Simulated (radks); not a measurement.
Results of a calculation; reference values are marked as such.
Polarisability of the bromine ion Br+, [Ar] 3d10 4s2 4p4, at imaginary frequency. Level of theory: scalar-relativistic Kohn-Sham, LB94 model potential, spin-unpolarised, spherical densities, finite nucleus; Fermi nuclear charge, rms radius 4.1629 fm (a radial shooting solver on a logarithmic mesh with Libxc functionals). Response by self-consistent Sternheimer equations with the Hartree and adiabatic LDA kernel, the relativistic mass of each level held fixed and spin-orbit coupling left out.

w (hartree)  alpha1(iw) (bohr^3)
0.00266                    12.15
0.0143                     12.14
0.0360                     12.11
0.0697                     12.00
0.118                      11.73
0.186                      11.17
0.280                      10.16
0.413                      8.585
0.605                      6.549
0.892                      4.408
1.35                       2.595
2.12                       1.346
3.59                      0.6218
6.94                      0.2441
17.5                     0.06027

Static values: alpha1 = 12.15 bohr^3 (1.800 angstrom^3; uncoupled 18.82). C6 = 74.39, triple-dipole C9 = 657.2 atomic units. One-pole (London) frequency 4 C6 / (3 alpha1^2) = 0.672 hartree, against 0.843 for minus the highest occupied eigenvalue.
